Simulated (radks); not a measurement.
Species: neutral cobalt. Configuration: [Ar] 3d6.75 4s2 5s0.25 (fractional occupations, a model configuration). Method: scalar-relativistic Kohn-Sham, LDA (Slater exchange, Perdew-Wang correlation), spin-polarised, spherical densities, finite nucleus; open shells are filled with parallel spins first; Fermi nuclear charge, rms radius 3.7875 fm; computed with a radial shooting solver on a logarithmic mesh with Libxc functionals.

Local quantities along the radius. ELF = 1/(1 + alpha^2) is the electron localisation function; alpha = (tau - tau_W)/tau_unif compares the Pauli kinetic energy density with that of the uniform gas (summed over spins); r v_xc is r times the local exchange-correlation potential of spin up (hartree bohr). tau is taken from the large components.

r (bohr),ELF,alpha,r v_xc
0.003468,1.000,0.01743,-0.07930
0.004738,1.000,0.01878,-0.1055
0.006472,1.000,0.02109,-0.1391
0.008772,0.999,0.02484,-0.1803
0.01198,0.999,0.03144,-0.2316
0.01637,0.998,0.04359,-0.2916
0.02237,0.995,0.06818,-0.3570
0.03056,0.985,0.1248,-0.4214
0.04174,0.930,0.2744,-0.4754
0.05703,0.676,0.6919,-0.5123
0.07791,0.322,1.452,-0.5456
0.1064,0.346,1.376,-0.6197
0.1442,0.663,0.7128,-0.7391
0.1971,0.820,0.4686,-0.8398
0.2692,0.667,0.7071,-0.8500
0.3678,0.201,1.991,-0.8206
0.5025,0.411,1.197,-0.9385
0.6865,0.765,0.5548,-1.095
0.9378,0.724,0.6172,-1.102
1.281,0.412,1.195,-0.9730
1.75,0.194,2.037,-0.8319
2.372,0.336,1.405,-0.7558
3.241,0.642,0.7473,-0.6714
4.427,0.365,1.320,-0.5288
6.048,0.011,9.464,-0.3965
8.263,0.432,1.146,-0.4062
11.29,0.999,0.03199,-0.4252
15.42,1.000,0.0007163,-0.3459
21.07,1.000,0.00001060,-0.1989

On this mesh the ELF has minima near r = 0.091, 0.37, 1.8, 6.0 bohr, which separate the shells, and maxima near 0.20 (0.82), 0.80 (0.78), 3.8 (0.65).
